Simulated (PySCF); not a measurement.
SMILES B[SiH2][SiH3] (H7BSi2) (PBE0/def2-SVP optimised geometry):

```
10

B      1.718    -1.183     0.000
Si    -0.279    -1.183     0.000
Si    -0.851     1.111     0.000
H      2.339    -1.142    -1.036
H      2.337    -1.129     1.036
H     -0.907    -1.787    -1.219
H     -0.905    -1.785     1.220
H     -2.339     1.261     0.000
H     -0.299     1.786     1.215
H     -0.298     1.787    -1.214
```

Computed with PBE0/def2-TZVP in PySCF.

Task: What are the frontier orbital energies and the dipole moment?

Result: HOMO-2 -9.33 eV, HOMO-1 -8.85 eV, HOMO -7.97 eV, LUMO -2.51 eV, LUMO+1 0.39 eV; dipole moment 0.18 D.

On the same geometry PBE/def2-TZVP (PySCF 2.14.0) gives HOMO-2 -8.00 eV, HOMO-1 -7.65 eV, HOMO -6.90 eV, LUMO -3.45 eV, LUMO+1 -0.48 eV; dipole moment 0.07 D.

Meta-Löwdin charges at PBE0/def2-TZVP: B1 -0.18, Si2 0.22, Si3 0.22, H4 0.04, H5 0.04, H6 -0.07, H7 -0.06, H8 -0.06, H9 -0.07, H10 -0.07.
